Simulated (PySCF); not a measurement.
Task: Give a PBE0-D3(BJ)/def2-SVP geometry of `CO/C(F)=C(\F)Cl`.

Result: 
Z-matrix in Å and degrees, rows numbered from 1:
```
C 
O   1  1.4205
C   2  1.3227  1  115.95
F   3  1.3284  2  115.81  1    57.54
C   3  1.3385  2  123.51  1  -124.23
F   5  1.3214  3  121.11  2     3.40
Cl  5  1.7078  3  123.54  2  -173.82
H   1  1.0961  2  106.55  3   178.64
H   1  1.1024  2  110.69  3    59.64
H   1  1.1005  2  111.03  3   -62.25
```

Of the pairs four or more bonds apart, F4···H10 is among the closest relative to their van der Waals radii: 2.57 Å, 96 % of the sum of Bondi's values. O2 (ether oxygen) is bent (angle 116.0°). The 2 C–O bonds span 1.323 Å (O2–C3, drawn single) to 1.420 Å (C1–O2, drawn single), a spread of 0.097 Å.

The calculation used PBE0-D3(BJ)/def2-SVP geometry optimisation, gas phase in PySCF.

Point group: C1 (no symmetry element, even within 0.4 Å). PBE0-D3(BJ)/def2-SVP frequencies: not computed here. The numbers are those of one conformer (C1–O2–C3–F4 58°).

Time: 52 s wall; peak memory 0.53 GiB. Hardware: Arm Neoverse V1, one thread, shared host with 32 logical CPUs at a one-minute load of 37. This is the geometry optimisation.
